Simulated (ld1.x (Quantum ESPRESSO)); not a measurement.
Cl (Z = 17): excitation energies, all-electron against TM semilocal

ld1.x (Quantum ESPRESSO) 7.5 input, shortened:

```
&input
   title='Cl', zed=17., rel=0, dft='PZ', iswitch=3,
   config='[Ne] 3s1.5 3p5.5'
 /
 &inputp
   pseudotype=1, tm=.true., lloc=0,
   nlcc=.true., rcore=0.80
 /
2
3P  2  1   5.50   0.00  1.05  1.05  0.0
3S  1  0   1.50   0.00  1.20  1.20  0.0
 &test
   configts(1)='3s1.5 3p5.5'
 /
```

Energies are relative to the spin-unpolarised reference configuration 3s1.5 3p5.5; without spin polarisation the order of configurations can differ from experiment. Spin-polarised rows fill each open shell by Hund’s rule, majority spin first. The frozen-core shift is the all-electron ΔE with the core orbitals held at their reference shape minus the fully relaxed ΔE.

| valence configuration | charge | ΔE all-electron (eV) | error AE − PS (meV) | frozen-core shift (meV) |
| --- | --- | --- | --- | --- |
| 3s2 3p5 | 0 | -5.919 | +0.7 | 0.0 |
| 3s2 3p4 | +1 | 8.068 | +4.1 | +0.8 |
| 3s2 3p3 | +2 | 33.608 | +27 | +7.7 |
| 3s1 3p5 | +1 | 20.468 | +8.1 | +1.2 |
| 3s2 3p2 | +3 | 72.009 | +83 | +33 |
| 3s2 3p4.5 | +0.5 | -0.277 | +0.9 | +0.1 |
| 3s1 3p6 | 0 | 5.947 | +0.7 | 0.0 |
| 3s1.5 3p5.5 (spin-polarised) | 0 | -0.219 | +3.4 | +0.3 |
| 3s2 3p5 (spin-polarised) | 0 | -6.105 | +1.9 | +0.2 |
